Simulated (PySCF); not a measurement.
Molecule (SMILES): [AlH] (AlH) (closed-shell singlet).
Geometry (B3LYP-D3(BJ)/def2-TZVP, fixed):
```xyz
2

Al     0.0000     0.0000    -0.1187
H      0.0000     0.0000     1.5432
```

How fast the isotropic shielding of Al1 converges with the basis for several methods (PySCF): deviation from each method's own reference, in ppm. References: HF 146.52 ppm, the value in pcSseg-3; PBE 66.31 ppm, the value in pcSseg-3; PBE0 86.60 ppm, the value in pcSseg-3. All functions are spherical. No added dispersion term, no relativity. GIAO; atoms are numbered in the order shown.

```csv
basis,functions,HF,PBE,PBE0
3-21G,15,78.52,71.57,68.98
6-31G*,20,66.81,62.28,59.67
def2-SVP,23,36.57,27.87,27.96
6-31G**,23,66.99,61.81,59.31
6-31+G*,24,61.99,55.89,54.61
pcSseg-2,57,-7.85,-4.00,-4.21
pcseg-3,97,-3.86,-5.47,-5.93
def2-QZVPP,100,-1.93,-5.53,-4.87
pcSseg-3,109,0.00,0.00,0.00
aug-cc-pV(Q+d)Z,135,45.27,31.82,33.03
cc-pV(5+d)Z,155,-1.33,-3.33,-3.17
pcseg-4,166,-2.99,-4.35,-4.90
```
